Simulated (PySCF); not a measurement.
Calculated NMR parameters of CC(=O)O[Si]1(C#N)[SiH2]C[SiH2]1

- Formula: C4H9NO2Si3
- SMILES: CC(=O)O[Si]1(C#N)[SiH2]C[SiH2]1
- InChI: InChI=1S/C4H9NO2Si3/c1-4(6)7-10(2-5)8-3-9-10/h3,8-9H2,1H3
- Point group of the computed structure: C1
- Degrees of unsaturation: 4
- Carbon signals: 4
- Proton signals: 5

Atoms are numbered as in `[CH3:1][C:2](=[O:3])[O:4][Si:5]1([C:6]#[N:7])[SiH2:8][CH2:9][SiH2:10]1` (H(Xn): hydrogen on atom n).

Method: geometry: GFN2-xTB, NMR shieldings at PBE0/pcSseg-1/GIAO, in PySCF (rapidly exchanging positions averaged, gas phase, non-relativistic Hamiltonian, a single conformation).

Chemical shifts δ = σref − σ; TMS for ¹H (σref 31.72) and ¹³C (σref 186.93) and ²⁹Si (σref 349.16); NH3 for ¹⁵N (σref 267.73); ¹⁷O (σref 336.08) against H2O, all at this level.

```tsv
carbon	δC, type	δH (multiplicity)	HMBC from (2–3 bonds)	span of the C tensor (ppm)
C1	23.2, CH3	2.29 (s)	–	49
C2	181.0, C	–	H(C1)	169
C6	123.8, C	–	Hb(Si8)/Ha(Si10), Ha(Si8)/Hb(Si10)	341
C9	-12.1, CH2	Ha(C9) 0.99 (m); Hb(C9) 0.57 (m)	Hb(Si8)/Ha(Si10), Ha(Si8)/Hb(Si10)	15
```

Other nuclei:
```csv
atoms,nucleus,environment,δ (ppm),σ (ppm)
Hb(Si8)/Ha(Si10),¹H,"hydrogen on a silicon bonded to C, Si, in a 4-membered ring",5.03,26.69
Ha(Si8)/Hb(Si10),¹H,"hydrogen on a silicon bonded to C, Si, in a 4-membered ring",4.82,26.90
Si5,²⁹Si,"silicon bonded to C, O, 2 Si, in a 4-membered ring",8.7,340.5
Si8/Si10,²⁹Si,"silicon bonded to C, Si, 2 H, in a 4-membered ring",-35.6,384.8
N7,¹⁵N,nitrile nitrogen,371.9,-104.2
O3,¹⁷O,carbonyl oxygen,462.4,-126.3
O4,¹⁷O,"oxygen bonded to C, Si",227.6,108.5
```

- Carbon types of the structure: 2 × C, 1 × CH2, 1 × CH3, leaving 4 H on heteroatoms.
- δC 181.0: carbonyl carbon.
- δC 123.8: nitrile carbon; C≡N carbons fall here, among the sp2 signals but without a proton.
- δC 23.2: methyl carbon α to a carbonyl; α to the electron-withdrawing carbonyl group.
- δC -12.1: sp3 CH2 bonded to 2 Si; an electropositive neighbour leaves it electron-rich and shielded.
- δH 2.29: hydrogen on a methyl carbon α to a carbonyl; α to C=O.

Shifts are as computed. Against solution values, carbons near 30 ppm lie about +3 ppm off and those near 130 ppm about +5 ppm. Of 1211 compounds with measured shifts, 218 miss one by over three times the rms of a fit or turn the order of signals round; such compounds aren't used in these exercises. Unscaled 17O shifts of doubly bonded oxygen tend to come out too high, by tens of ppm or more. Experimental scales use liquid or dissolved standards, which lie at an offset from isolated NH3 (liquid NH3: subtract about 20 ppm) and H2O (liquid H2O: subtract about 36 ppm). Unscaled 15N shifts of sp2 nitrogen come out 20 to 40 ppm too high even then. No couplings were computed; multiplicities are counted from neighbouring protons, with m where these are inequivalent, close in shift, in a saturated or five-membered ring or joined by F or P, and br s for small geminal =CH2 splittings.
